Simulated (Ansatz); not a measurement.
One change: `CN[SiH](Cl)OC` becomes `CO[SiH](Cl)[GeH3]`.

Ansatz, PBE0-D4/def2-TZVP geometries, multiplicity 1. Each molecule was computed in one conformer, which needn't be the lowest.

Scalar relativity is left out up to krypton.

```csv
property,`CN[SiH](Cl)OC`
LUMO energy (B3LYP/def2-TZVPP) / eV,0.58
size of the dipole moment (ωB97M-V/def2-TZVPP) / D,1.14
LUMO energy (PBE0/def2-TZVPP) / eV,0.84
HOMO–LUMO gap (ωB97M-V/def2-TZVPP) / eV,11.94
LUMO energy (PBE/def2-TZVPP) / eV,-0.02
HOMO–LUMO gap (B3LYP/def2-TZVPP) / eV,7.51
```

Give the same properties after the change, and the shifts. (An estimate is asked.)

Computed: 
```csv
property,`CO[SiH](Cl)[GeH3]`,shift
LUMO energy (B3LYP/def2-TZVPP) / eV,-0.30,-0.88
size of the dipole moment (ωB97M-V/def2-TZVPP) / D,2.24,1.10
LUMO energy (PBE0/def2-TZVPP) / eV,-0.13,-0.97
HOMO–LUMO gap (ωB97M-V/def2-TZVPP) / eV,11.49,-0.45
LUMO energy (PBE/def2-TZVPP) / eV,-0.97,-0.95
HOMO–LUMO gap (B3LYP/def2-TZVPP) / eV,7.24,-0.27
```

With PBE0 the HOMO falls by 0.56 eV and the LUMO falls by 0.97 eV, so the gap narrows by about 0.41 eV. PBE moves the HOMO by -0.71 eV and ωB97M-V by -0.31 eV. Dipoles are sizes alone; their direction can turn.

B3LYP here is the variant with VWN-RPA as its local correlation; programs differ in this.
